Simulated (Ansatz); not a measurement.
Species: C4H5GeO (charge -1, singlet). It need not be the lowest isomer of its formula. Whether it binds its extra electron was not tested at this geometry. 
Geometry from a B3LYP-D3(BJ)/def2-TZVP (Ansatz, a program for electronic structure) optimisation:
SMILES: [c-]1cco[c]1[GeH3]
```xyz
11

Ge     1.5045     0.0861    -0.0082
C     -0.4037     0.1517    -0.0639
C     -1.2571     1.1402    -0.4513
C     -2.5502     0.4943    -0.2281
C     -2.3722    -0.7662     0.2512
O     -1.0548    -1.0559     0.3820
H      2.1436    -1.0429    -0.8799
H      2.1196     1.4134    -0.4999
H      2.1065    -0.1774     1.4100
H     -3.5242     0.9357    -0.4107
H     -3.0527    -1.5560     0.5387
```
Charge -1, spin multiplicity 1.

Basis-set convergence of Hartree-Fock and CCSD(T) correlation energies (hartree) with Ansatz. Cores are frozen in the correlated levels unless marked. No spin-orbit coupling. Frozen are the shells of the preceding noble gas and the d and f shells that filled before the atom's block. No relativistic terms. This anion needs diffuse functions, which these sets lack.

| basis | functions | E(HF) | E(corr, CCSD(T)) |
|---|---|---|---|
| cc-pVDZ | 122 | -2304.48137 | -0.88759 |
| cc-pVTZ | 263 | -2304.62095 | -1.07863 |
| cc-pVQZ | 493 | ___ | ___ |

### Question
What belongs in the gaps?

### Answer

- cc-pVQZ, E(HF): -2304.64256
- cc-pVQZ, E(corr, CCSD(T)): -1.13975
